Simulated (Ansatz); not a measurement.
Reaction (isomerisation): `C=C([SiH3])C[SiH3]` → `CC1([SiH3])C[SiH2]1`

Isolated molecules relaxed with PBE0-D4/def2-TZVP in Ansatz; ΔE leaves out vibrations. CCSD(T)/CBS is the MP2 limit (def2-TZVPP, def2-QZVPP) plus CCSD(T) − MP2 in def2-TZVPP, frozen cores. DFT in def2-TZVPP. One conformer a species, not always the lowest.

`C=C([SiH3])C[SiH3]`:

```xyz
15

C    -1.033    1.029   -1.215
C    -0.676    0.251   -0.192
Si   -1.434   -1.452   -0.037
C     0.317    0.697    0.841
Si    2.076    0.204    0.367
H    -1.735    0.695   -1.971
H    -0.638    2.037   -1.333
H    -2.192   -1.548    1.242
H    -2.351   -1.693   -1.181
H    -0.386   -2.508   -0.008
H     0.303    1.787    0.953
H     0.096    0.272    1.826
H     2.468    0.921   -0.875
H     2.162   -1.259    0.124
H     3.022    0.568    1.457
```

`CC1([SiH3])C[SiH2]1`:

Cartesian coordinates in Å:
```
C 1.004 -1.139 -0.645
C 0.095 -0.082 -0.045
Si 0.851 0.957 1.293
C -0.812 0.674 -1.052
Si -1.724 -0.440 0.099
H 1.851 -0.677 -1.165
H 1.404 -1.808 0.121
H 0.475 -1.759 -1.376
H 1.327 0.103 2.415
H -0.160 1.920 1.811
H 2.013 1.739 0.778
H -0.898 1.751 -0.941
H -0.698 0.371 -2.090
H -2.517 0.130 1.208
H -2.209 -1.741 -0.410
```

| level | ΔE (kcal/mol) |
| --- | --- |
| PBE-D4 | 3.7 |
| ωB97M-V | 5.2 |
| B2PLYP | 7.8 |
| HF/def2-TZVPP | 14.5 |

Problem. What does CCSD(T)/CBS give? (Best estimate.)

Solution. The calculation gave: +6.2 kcal/mol. The listed levels differ from it by -2.5, -1.0, 1.6, 8.3 kcal/mol.

Largest T1 diagnostic among the species: 0.011.

In def2-TZVPP, CCSD(T) changes the Hartree–Fock value by −7.7 kcal/mol (the triples alone add −0.6 kcal/mol) and MP2 by −10.5 kcal/mol.
